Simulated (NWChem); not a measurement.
Molecule: SiIClF$_{2}$; SMILES F[Si](I)(F)Cl

```xyz
5

F     -1.2632     1.3217     1.2880
Si    -0.3833     0.9598     0.0000
F     -1.2632     1.3217    -1.2880
Cl     1.2775     2.1208     0.0000
I      0.1205    -1.3827     0.0000
```
Atoms are numbered in this order, from 1.

Structure relaxed at the PBE0/def2-SVP level. def2 effective core potentials on I; no spin-orbit coupling.

Symmetry labels are those of Cs in the frame above (b1 and b2, or b-type labels, depend on it).

Question: List the 6 lowest vertical singlet excitations from PBE/def2-SVP with def2 effective core potentials on I, full TDDFT (NWChem).

Answer: 
| state | energy (eV) | oscillator strength | symmetry | leading excitation (squared amplitude) |
|---|---|---|---|---|
| S1 | 5.58 | 0.010 | a' | HOMO → LUMO (0.99) |
| S2 | 5.61 | 0.003 | a" | HOMO−1 → LUMO (1.00) |
| S3 | 6.84 | 0.004 | a" | HOMO−2 → LUMO (1.00) |
| S4 | 6.97 | 0.020 | a' | HOMO−3 → LUMO (0.90) |
| S5 | 7.26 | 0.000 | a" | HOMO → LUMO+1 (0.99) |
| S6 | 7.42 | 0.000 | a' | HOMO−1 → LUMO+1 (0.76) |
